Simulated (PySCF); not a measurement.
Ionising TlP

UHF-CCSD; PySCF, scalar-relativistic core potentials, basis sets Tl def2-SVP with ECP60, P def2-SVP. Neutral (UHF): triplet (π ↑↑), Re = 2.757 Å, ωe = 227 cm⁻¹, De = 1.14 eV.

TlP⁺ (UHF): quartet (σ ↑, π ↑↑), Re = 3.391 Å, ωe = 75.8 cm⁻¹. The energies at the minima are -512.29676 hartree for TlP and -512.07016 for TlP⁺.

Question: Work out the adiabatic ionisation energy, without and with harmonic zero-point energies (1 hartree = 27.2114 eV, 1 eV = 8065.5 cm⁻¹), and the change of the bond length.

Answer: At UHF-CCSD: 0.22660 hartree = 6.166 eV between the minima; the zero-point term (75.8 − 227.0)/2 cm⁻¹ = -0.009 eV makes it 6.157 eV. Re changes by +63.4 pm against the neutral. The electron leaves a σ orbital, and the ion is left as a loose complex of an ion and an atom.

Correlated steps freeze 9 core orbitals. Correlated levels converge slowly with the basis: in double zeta they bind strong bonds too weakly, by up to about 1 eV, and carry superposition errors of some tenths. Spin–orbit coupling is left out, which matters for elements this heavy, above all for dissociation energies. States were picked by a PBE0 search and need not be the measured ground states.
